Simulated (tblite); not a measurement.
C₅H₈F₂SSi.
InChI=1S/C5H8F2SSi/c6-5-2-1-4(8-5)9(7)3-5/h4,9H,1-3H2/t4-,5-,9+/m0/s1

Calculated harmonic vibrations of the isolated species, GFN2-xTB (tblite), most abundant isotopes, no scaling. Against measured fundamentals such values can be off by several per cent, at times by over 20. Modes of hydrogen on silicon can be 10 to 20 % off.

Harmonic wavenumbers (cm⁻¹): 72.5, 139.9, 170.2, 219.3, 272.1, 291.4, 352.2, 374.9, 427.1, 466.1, 562.6, 594.8, 608.6, 632.9, 699.3, 735.9, 765.8, 790.8, 828.4, 847.7, 914.5, 976.5, 995.9, 1042.1, 1062.5, 1094.3, 1104.9, 1168.1, 1187.0, 1200.2, 1213.8, 1230.3, 1300.1, 1309.7, 1456.6, 1472.2, 1493.3, 2412.2, 2974.6, 2978.7, 2990.6, 2992.2, 3001.5, 3004.5, 3026.1.

A = 1885, B = 1034, C = 971.6 MHz; mass 166.008 u (most abundant isotopes); point group C1, symmetry number 1.

Task: What is the zero-point energy?

Result: ½Σν̃ = 26727 cm⁻¹ = 319.73 kJ/mol.

Task: Give the ideal-gas entropy at 273.15 K and 1 bar in the rigid-rotor, harmonic-oscillator model (classical rotation).

Result: Translation 170.79, rotation 122.41, vibration 82.99: S = 376.2 J/(mol K).

Task: And Cp and H(273.15 K) − H(0)?

Result: Cp = 143.77 J/(mol K), of which vibrations give 110.51 (their classical limit is 45 R = 374.2); H(273.15 K) − H(0) = 22.53 kJ/mol without the zero-point energy, 13.44 from vibrations.

Task: How do the functions run with temperature in this model?

Result: 
| T (K) | S (J/(mol K)) | Cp (J/(mol K)) | H − H(0) (kJ/mol) | G − H(0) (kJ/mol) | ln q(vib) |
| --- | --- | --- | --- | --- | --- |
| 100 | 278.4 | 65.0 | 4.56 | -23.29 | 0.76 |
| 200 | 337.0 | 109.6 | 13.26 | -54.14 | 2.54 |
| 300 | 390.2 | 156.0 | 26.55 | -90.52 | 4.65 |
| 500 | 488.7 | 230.7 | 65.75 | -178.62 | 9.28 |
| 800 | 612.6 | 294.7 | 145.59 | -344.52 | 16.23 |
| 1000 | 681.4 | 320.7 | 207.28 | -474.08 | 20.56 |

q(vib) and H(0) count from the zero-point level.

Task: What must be added to the electronic energy to get the Gibbs energy at 273.15 K and 1 bar?

Result: ZPE + [H(273.15 K) − H(0)] − T·S = 319.73 + 22.53 − 102.76 = 239.50 kJ/mol.

Task: Blend soft modes into free rotors: weight 1/[1 + (100 cm⁻¹/ν̃)⁴] for the oscillator and the rest for a rotor with moment μB/(μ + B), μ = h/(8π²ν), B = 10⁻⁴⁴ kg m². What vibrational entropy results?

Result: 80.23 J/(mol K) in place of 82.99, which changes −T·S at 273.15 K by +0.76 kJ/mol.

Hindered rotation and anharmonicity are outside this model. The structure is chiral; the term R ln 2 for an equal mix with its mirror image is left out.
